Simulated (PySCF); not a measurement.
CH3BI2O, SMILES IB(I)OC. Atoms are numbered in the order given.

```xyz
8

B     -0.6504     0.0120     0.0000
I      0.2113     1.9764     0.0000
I      0.6279    -1.7321     0.0000
O     -1.9762    -0.0810     0.0000
C     -2.7550    -1.2734     0.0000
H     -2.5383    -1.8740     0.8964
H     -3.8101    -0.9719     0.0000
H     -2.5383    -1.8740    -0.8964
```

Coordinates come from a r2SCAN-D4/def2-SVP optimisation. The def2 effective core potentials stand for the cores of I; spin–orbit coupling is left out. Other conformers were not sampled.

These are r2SCAN-D4/def2-SVP in PySCF values and carry that method's errors.

Frequencies are harmonic and unscaled.

```
mode  ν (cm⁻¹)  IR (km/mol)  moving atoms (share of kinetic energy)
----  --------  -----------  --------------------------------------
1           76          0.5                                  H 97 %
2          118          0.0                                  I 87 %
3          146          3.7          O 45 %, H 23 %, C 19 %, B 11 %
4          154          2.5                  C 50 %, I 24 %, H 21 %
5          280          8.1           C 31 %, O 28 %, I 24 %, H 9 %
6          381          2.8           O 60 %, B 18 %, I 11 %, H 9 %
7          425          3.3                          B 82 %, O 16 %
8          759        401.3                                  B 91 %
9          989         32.0                  C 45 %, O 30 %, B 19 %
10        1162          0.3                          H 77 %, C 18 %
11        1181          3.3                          H 75 %, C 19 %
12        1366        472.7          B 33 %, O 28 %, H 27 %, C 12 %
13        1461         15.4                                  H 96 %
14        1469         13.5                                  H 97 %
15        1499        139.6                  H 62 %, O 19 %, B 16 %
16        3042         35.5                                  H 98 %
17        3148         10.1                          H 90 %, C 10 %
18        3177         12.0                          H 90 %, C 10 %
```
